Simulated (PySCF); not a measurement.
# Computed structure and properties of Eu(NH2)2

System: Eu(NH2)2 (singlet in the valence; each metal's 4f electrons, 7 of them, lie in its core potential, out of spins and levels); start: displaced along the imaginary mode (Cs). Method: PySCF 2.14.0, RKS PBE0, Eu lcecp-0-SVP with ECP53, N def2-SVP, H def2-SVP; non-relativistic Hamiltonian with scalar-relativistic core potentials where named; density fitting; no spin-orbit coupling.

Input of the relaxation:

```python
mol = gto.M(atom='''
Eu    -0.00000    -0.00582    -0.16130
N      2.16591     0.03422     0.72762
H      2.78233    -0.81672     0.82559
H      2.63524     0.78292     1.30227
N     -2.16591     0.03422     0.72762
H     -2.63524     0.78292     1.30227
H     -2.78233    -0.81672     0.82559''',
    basis={'Eu': 'lcecp-0-SVP', 'N': 'def2-SVP', 'H': 'def2-SVP'},
    ecp={'Eu': 'lcecp-0-SVP'},
    charge=0, spin=0)
mf = dft.RKS(mol, xc='PBE0')
mf.grids.atom_grid = (50, 194)  # f atoms: unpruned, at least (60, 302)
mf = mf.density_fit()  # fitting sets: Eu AutoAux, N def2-universal-JKFIT, H def2-universal-JKFIT
mf.conv_tol = 1e-08; mf.max_cycle = 55
mf.kernel(dm0)  # dm0: converged density of the start geometry
# quasi-Newton relaxation in Cartesian coordinates to a largest gradient under 0.00045 Eh/bohr, steps kept in the point group
```

Run from Python with OMP_NUM_THREADS=2; the lines above give its settings. Where DIIS fails, smearing, a level shift and second-order steps follow.
It took 41 s on 2 threads of Intel(R) Xeon(R) 6975P-C (Granite Rapids), on a shared host, from the converged density of the start.

Course of the relaxation:

| step | energy above end (eV) | largest force component within the symmetry (eV/Å) |
| --- | --- | --- |
| 0 | 0.2460 | 1.146 |
| 1 | 0.1497 | 0.134 |
| 2 | 0.1380 | 0.129 |
| 3 | 0.1279 | 0.709 |
| 4 | 0.1036 | 0.252 |
| 5 | 0.0790 | 0.174 |
| 6 | 0.0520 | 0.336 |
| 7 | 0.0434 | 0.332 |
| 15 | 0.0022 | 0.092 |
| 16 | 0.0010 | 0.090 |
| 17 | 0.0002 | 0.040 |
| 18 | 0.0000 | 0.033 |
| 19 | 0.0000 | 0.039 |
| 20 | 0.0000 | 0.002 |
(The steps between are left out.)

Relaxed geometry (C2v):

```xyz
7

Eu    0.0000   -0.8891   -0.1308
N     1.9346   -0.0257    0.7661
H     2.9198   -0.2181    0.5739
H     1.9588    0.6859    1.5002
N    -1.9346   -0.0257    0.7661
H    -1.9588    0.6859    1.5002
H    -2.9198   -0.2181    0.5739
```

```
     contact      Å
Eu1–N2 (NH2)  2.301
Eu1–N5 (NH2)  2.301
```

On the finer grid (75, 302):

```
HOMO                                                          : not given (4f levels lie in the core)
LUMO                                                          : not given (4f levels lie in the core)
Dipole about the centre of mass                               : 5.02 D
Set of Mulliken populations of Eu1 outside the core potential : s 2.20, p 6.17, d 0.88, f 0.03
D3(BJ) dispersion energy (not in the energies)                : -0.087 eV
```

| atom | Mulliken (e) | Löwdin (e) | spin (e) |
| --- | --- | --- | --- |
| Eu1 | 0.72 | 0.64 | 0.00 |
| N2 | -0.56 | -0.42 | 0.00 |
| H3 | 0.10 | 0.05 | 0.00 |
| H4 | 0.11 | 0.05 | 0.00 |
| N5 | -0.56 | -0.42 | 0.00 |
| H6 | 0.11 | 0.05 | 0.00 |
| H7 | 0.10 | 0.05 | 0.00 |

The 4f levels lie in the core potential and are missing. Their spin isn't counted.

On the grid (50, 194), as all that follows. Harmonic modes: a minimum; lowest 85 cm⁻¹ (negative: unstable), highest 3591 cm⁻¹, zero-point energy 1.250 eV.

Taking off one NH2 (charge -1, singlet; the rest: singlet) in vacuum, both parts rigid, costs 9.12 eV; the small basis without counterpoise inflates it. Most of it is the attraction of opposite charges; other ways to part are cheaper, and one spin state was tried for the rest.

Rigid scan of NH2 along the line from its metal:

distance to N2 (Å), energy (eV) and a bar:
```
     2.00      0.746 #######
     2.10      0.290 ###
     2.20      0.064 #
     2.30      0.000 
     2.40      0.050 
     2.50      0.177 ##
     2.70      0.567 ######
     3.00      1.279 ############
     3.40      2.203 ######################
     3.90      3.071 ##############################
```

One start shape was tried, so this needn't be the lowest isomer.

An lcecp potential fixes the number of 4f electrons, so in runs with it no electron can move into or out of that shell.
